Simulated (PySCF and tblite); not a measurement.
Values are calculated unless marked as measured or tabulated.
C₅H₂FNO, numbered as in [N:1]#[C:2][C:3]1=[CH:4][C@H:5]([F:6])[C:7]1=[O:8].

The ensemble was built from 45 distance-geometry starts (ETKDG and KDG, MMFF94s, GFN2-xTB) and rests on GFN2-xTB geometries. Free energies are PBE0-D3(BJ)/def2-SVP (IEF-PCM, cyclohexane) single points with GFN2-xTB rigid-rotor and vibrational terms (modes under about 100 cm⁻¹ blended into free rotors). Symmetry numbers and mirror images are counted. Conformers within 2.5 kcal/mol (GFN2-xTB free energy) were kept, 5 at most. GIAO shieldings: wB97X-D/pcSseg-1 (IEF-PCM, cyclohexane). Shifts are against TMS (¹H), TMS (¹³C) at the same level. Run with PySCF (density fitting) and tblite.

Q: What shifts does this protocol give at 298.15 K under fast conformational exchange?

A: ¹H: 9.23 (H4, 1H), 6.26 (H5, 1H) ppm. ¹³C: 187.5 (C4), 186.4 (C7), 139.9 (C3), 115.2 (C2), 106.6 (C5) ppm.

Shifts are unscaled: against experiment ¹³C can be off by 15 ppm or more and ¹H by 0.8 ppm.
